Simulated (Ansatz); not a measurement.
Al2P2⁺. The state is a doublet with charge 1. Geometry relaxed at B3LYP-D4/def2-TZVP.

Cartesian coordinates in Å:
```
Al 1.064 -0.136 1.921
Al -1.064 0.136 -1.920
P 0.863 0.431 -0.447
P -0.862 -0.432 0.447
```

The relaxation made no stability test and no search for a lower SCF solution. The structure comes from a short search, and lower isomers may exist.

Q: Estimate the harmonic wavenumbers at UKS B3LYP-D4/def2-TZVP (Ansatz, unscaled). Is this a minimum?

A: 115, 197, 235, 309, 342, 540 cm⁻¹. Yes, no mode is imaginary beyond noise. Zero-point energy 10.4 kJ/mol. Run time 51 s (4 threads of Arm Neoverse V1 on a shared host).
